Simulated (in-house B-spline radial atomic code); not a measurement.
**KLI/ALDAx excitations of the aluminium ion Al³⁺**

Method: KLI/ALDAx. Computed with an all-electron radial atomic-structure program (B-spline basis): linear response of the closed shell [He] 2s2 2p6 with the adiabatic LDA exchange kernel on the exchange-only KLI potential; non-relativistic, point nucleus, no spin-orbit coupling, no double excitations, S, P, D and F terms only. Only terms of natural parity with L up to 3 were computed.

Command:
```bash
python run_td.py task.json out
```
Settings (radii: box in bohr, nucleus in fm):
```
Z                        13
electrons                10
configuration            [He] 2s2 2p6
hamiltonian              nr
method                   kli
box_radius               23.08
intervals                71
```

Cost of the run: 0.2 s on 1 thread of Intel(R) Xeon(R) Platinum 8488C (Sapphire Rapids), on a shared host.

The lowest states, in the order of their Tamm-Dancoff energies; the method's threshold (minus the highest occupied level) is 121.65 eV. Labels give the largest channel, * marks a mixed state, and oscillator strengths are full-response dipole values. Semilocal kernels can invert the small singlet-triplet splittings of Rydberg terms. Energies in eV:

| state | full response | Tamm-Dancoff | oscillator strength |
| --- | --- | --- | --- |
| 2p → 3s 3P | 77.01 | 77.03 | - |
| 2p → 3s 1P | 77.97 | 77.99 | 0.219 |
| 2p → 3p 3S | 83.99 | 84.03 | - |
| 2p → 3p 3D | 85.02 | 85.03 | - |
| 2p → 3p 1D | 85.71 | 85.71 | - |
| 2p → 3p 1S | 89.45 | 89.84 | - |
| 2p → 3d 3P | 94.57 | 94.58 | - |
| 2p → 3d 3F | 94.84 | 94.84 | - |
| 2p → 3d 1F | 95.18 | 95.18 | - |
| 2p → 3d 1P | 96.24 | 96.30 | 0.845 |
| 2p → 4s 3P | 100.80 | 100.80 | - |
| 2p → 4s 1P | 101.06 | 101.07 | 0.0371 |
| 2p → 4p 3S | 103.24 | 103.26 | - |
| 2p → 4p 3D | 103.54 | 103.54 | - |
| 2p → 4p 1D | 103.75 | 103.75 | - |
| 2p → 4p 1S | ? | ? | - |
| 2p → 4d 3P | 106.88 | 106.89 | - |
| 2p → 4d 3F | 106.97 | 106.98 | - |
| 2p → 4d 1F | 107.12 | 107.12 | - |
| 2p → 4d 1P | ? | ? | ? |
| 2p → 4f 3D | 107.81 | 107.81 | - |
| 2p → 4f 1D | 107.82 | 107.82 | - |

(1) Where does 2p → 4p 1S lie?

(2) Where does 2p → 4d 1P lie?

(3) How large is the singlet-triplet splitting of 2p → 3s (P terms) in Tamm-Dancoff?

(4) What polarisabilities and dispersion coefficient does the method give?

Answers

(1) At 104.94 eV in full response, 105.07 eV in Tamm-Dancoff.

(2) At 107.61 eV in full response, 107.63 eV in Tamm-Dancoff, oscillator strength 0.325.

(3) 0.968 eV, from the unrounded values.

(4) Dipole 0.2667 bohr³, quadrupole 0.2186 bohr⁵, C6 0.2461 hartree·bohr⁶ for two such species.
